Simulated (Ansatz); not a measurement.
Geometry optimisation, RKS PBE0-D4/def2-SVP (Ansatz).

Input:

```yaml
crystal:
  periodic: [false, false, false]
  atoms:
    - { symbol: Zn, position_ang: [-1.065406, -0.404625, -1.592944] }
    - { symbol: H, position_ang: [-0.159518, -1.353594, -0.802591] }
    - { symbol: Cl, position_ang: [-2.32848, 0.691296, -2.874747] }
    - { symbol: H, position_ang: [0.060743, 1.355917, 1.108019] }
    - { symbol: F, position_ang: [-0.444383, 1.786088, 0.482722] }
    - { symbol: H, position_ang: [0.689725, -1.0284, 0.887692] }
    - { symbol: O, position_ang: [1.176607, -0.548713, 1.574161] }
    - { symbol: H, position_ang: [2.070612, -0.49797, 1.217588] }
basis:
  gaussian: { orbitals: def2-SVP }
hamiltonian:
  xc: pbe0
  dispersion: d4
relax:
  f_tol: 0.03
  max_steps: 50
output:
  orbitals: {}
```

Command:

```bash
$ ansatz run input.yaml --threads 2 --pin off --max-ram 3072MiB --backend cpu --events-out ev --progress --plain --runs-dir out
```

Task: Where does it end, and by what steps?

Result: The forces met the threshold. After 9 steps the energy has fallen by 0.669 eV; H4 moved furthest, 0.66 Å. Joined: Zn1–F5 (3.08 → 2.12 Å).

```json
{"step": "0", "energy less start (eV)": "0.0000", "largest force component (eV/Å)": "0.837", "accepted": "yes"}
{"step": "1", "energy less start (eV)": "-0.1748", "largest force component (eV/Å)": "0.838", "accepted": "yes"}
{"step": "2", "energy less start (eV)": "-0.3742", "largest force component (eV/Å)": "0.448", "accepted": "yes"}
{"step": "3", "energy less start (eV)": "-0.5940", "largest force component (eV/Å)": "0.325", "accepted": "yes"}
{"step": "4", "energy less start (eV)": "-0.5559", "largest force component (eV/Å)": "0.969", "accepted": "no"}
{"step": "5", "energy less start (eV)": "-0.6570", "largest force component (eV/Å)": "0.150", "accepted": "yes"}
{"step": "6", "energy less start (eV)": "-0.6618", "largest force component (eV/Å)": "0.497", "accepted": "yes"}
{"step": "7", "energy less start (eV)": "-0.6679", "largest force component (eV/Å)": "0.172", "accepted": "yes"}
{"step": "8", "energy less start (eV)": "-0.6687", "largest force component (eV/Å)": "0.070", "accepted": "yes"}
{"step": "9", "energy less start (eV)": "-0.6693", "largest force component (eV/Å)": "0.016", "accepted": "yes"}
```

```xyz
8
Properties=species:S:1:pos:R:3
Zn -0.960 -0.129 -1.248
H -0.150 -1.359 -0.693
Cl -2.254 0.837 -2.638
H 0.204 0.791 0.806
F -0.376 1.309 0.189
H 0.678 -0.965 0.793
O 0.949 -0.278 1.437
H 1.909 -0.205 1.354
```

Whether the end is a true minimum wasn't checked by a vibrational analysis.

Run time: 11 s on 2 threads of AMD EPYC 9R45 96-Core Processor (Zen 5) (shared host), peak memory 0.23 GiB.
